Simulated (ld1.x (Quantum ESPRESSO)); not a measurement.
## Which change was made? (Ni, RRKJ)

| Quantity | Value |
| --- | --- |
| Element | nickel |
| Generator | ld1.x (Quantum ESPRESSO) 7.5 |
| Type | norm-conserving RRKJ (Kleinman–Bylander form) |
| Functional | Wu–Cohen |
| Relativity | scalar-relativistic |
| Frozen core | [Ne] 3s2 |
| Valence charge | 16 |
| Reference configuration | 3p6 3d8.5 4s1.5 4p0 |
| Partial waves | 4s (bound): rc 2.10 bohr; 3p (bound): rc 0.95 bohr; 3d (bound): rc 1.25 bohr |
| Local potential | all-electron potential smoothed inside 0.75 bohr (lloc = -1) |
| Core correction | none |
| rho0 | 0.005 |

Cutoffs, loose and tight: the cutoffs (Ry, on a coarse ladder) from which the occupation-weighted sum of valence levels, in a spherical-Bessel basis at the reference potential, stays within 10 and 1 mRy of its value at 400 Ry. They do not see the model core or the augmentation charge, which bear on the density cutoff. Test errors are all-electron minus pseudo excitation energies from the reference, over the configurations 3p6 3d8 4s2 4p0; 3p6 3d8 4s1 4p0; 3p6 3d8 4s0 4p0; 3p6 3d9 4s0 4p0; 3p5 3d8 4s2 4p0; 3p6 3d7 4s2 4p1; 3p6 3d8 4s0 4p1; variants that change the core or the reference have their own tests. The largest error is taken over the tests solved by every variant that gives reliable tests at all, those not shown here included: 3p6 3d8 4s0 4p0; 3p6 3d8 4s0 4p1; 3p6 3d8 4s1 4p0; 3p6 3d8 4s2 4p0; 3p6 3d9 4s0 4p0.

The base gives: outcome: generated; cutoff, loose: 160 Ry; cutoff, tight: 230 Ry; bound ghosts: s; largest test error (meV): -42.

(1) After one change the result is: outcome: generated; cutoff, loose: 160 Ry; cutoff, tight: 230 Ry; bound ghosts: s; largest test error (meV): -44. Which change was it?
A. local potential all-electron potential smoothed inside 1.80 bohr (lloc = -1)
B. local potential all-electron potential smoothed inside 1.22 bohr (lloc = -1)
C. local potential all-electron potential smoothed inside 2.02 bohr (lloc = -1)
D. local potential all-electron potential smoothed inside 1.58 bohr (lloc = -1)

Results:

(1) B. The others give: local potential all-electron potential smoothed inside 1.58 bohr (lloc = -1) → outcome: generated; cutoff, loose: 160 Ry; cutoff, tight: 230 Ry; bound ghosts: none; largest test error (meV): -172 | local potential all-electron potential smoothed inside 2.02 bohr (lloc = -1) → outcome: generated; cutoff, loose: 160 Ry; cutoff, tight: 230 Ry; bound ghosts: none; largest test error (meV): -460 | local potential all-electron potential smoothed inside 1.80 bohr (lloc = -1) → outcome: generated; cutoff, loose: 160 Ry; cutoff, tight: 230 Ry; bound ghosts: none; largest test error (meV): -307.
